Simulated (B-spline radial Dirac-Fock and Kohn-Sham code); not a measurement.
# Core-hole lifetimes of K⁺

System: K⁺, configuration [Ne] 3s2 3p6.

Level of theory: independent-particle radiative and Coulomb Auger rates from relativistic LDA hole-state orbitals, with Dirac-Fock energies; a radial finite-basis atomic code.

Partial widths are in eV. Coster-Kronig decay leaves a hole in the same principal shell; its rates are the weakest part of the model, often 1.5 to 2.5 times too large and more for N holes. Holes without an open Auger channel, or with an unreliable SCF state, are not listed.

```
      hole  radiative  Auger  Coster-Kronig  total  fluorescence yield  lifetime (fs)
    K (1s)     0.0996  0.610              0  0.709               0.140          0.928
   L1 (2s)   0.000495  0.146           3.07   3.22                   ?              ?
L2 (2p1/2)   3.26e-05  0.189              0  0.189            0.000173           3.49
L3 (2p3/2)   3.34e-05  0.190              0  0.190            0.000176           3.47
```

Task: What are the fluorescence yield and the lifetime of the L1 (2s) hole?

Result: The yield is the radiative width over the total, 0.000154, and the lifetime is ħ/Γ = 0.204 fs.

Values without a named source are computed, but for edge energies of neutral atoms, which are taken from tables.
